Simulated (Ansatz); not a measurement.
Two members of one family (Series SiCl2X2), computed with Ansatz in the gas phase. The two geometries come from different levels. Binding counts from free atoms in the multiplicity of their measured ground term, without zero-point energy. The structures are stationary points that may keep the symmetry of their start.

First: Si(SH)2Cl2 (singlet, charge 0, PBE-D4/def2-SVP geometry).

| atom | x (Å) | y (Å) | z (Å) |
| --- | --- | --- | --- |
| Si1 | 0.103 | -0.058 | 0.059 |
| S2 | -1.694 | -0.974 | -0.645 |
| H3 | -1.081 | -2.172 | -0.866 |
| S4 | -0.134 | 2.011 | -0.414 |
| H5 | 0.659 | 2.411 | 0.622 |
| Cl6 | 1.737 | -0.952 | -0.860 |
| Cl7 | 0.410 | -0.266 | 2.103 |

```
               level  HOMO (eV)  LUMO (eV)  gap (eV)  binding per atom (eV)
    PBE-D4/def2-TZVP      -6.84      -1.92      4.92                   3.29
 r2SCAN-D4/def2-TZVP      -7.15      -1.66      5.50                   3.27
r2SCANh-D4/def2-TZVP      -7.61      -1.32      6.29                   3.24
    PBE0-D4/def2-SVP      -8.01      -0.62      7.40                   3.19
  HSE06-D4/def2-TZVP      -7.70      -1.36      6.35                   3.24
```

Second: Si(OH)2Cl2 (singlet, charge 0, r2SCAN-D4/def2-SVP geometry).

Cartesian coordinates in Å:
```
Si 0.010 -0.100 0.040
O 0.162 0.357 -1.522
H -0.011 -0.311 -2.197
O -0.324 1.259 0.883
H -0.085 1.269 1.818
Cl 1.733 -0.964 0.769
Cl -1.483 -1.510 0.209
```

Problem. Estimate how these quantities change from the first to the second (second minus first).

Solution. 
| level | Δ HOMO (eV) | Δ LUMO (eV) | Δ gap (eV) | Δ binding per atom (eV) |
| --- | --- | --- | --- | --- |
| PBE-D4/def2-TZVP | -0.85 | 1.08 | 1.93 | 0.73 |
| r2SCAN-D4/def2-TZVP | -0.93 | 1.36 | 2.29 | 0.72 |
| r2SCANh-D4/def2-TZVP | -1.02 | 1.35 | 2.37 | 0.71 |
| PBE0-D4/def2-SVP | -0.99 | 1.24 | 2.23 | 0.67 |
| HSE06-D4/def2-TZVP | -1.07 | 1.12 | 2.19 | 0.69 |
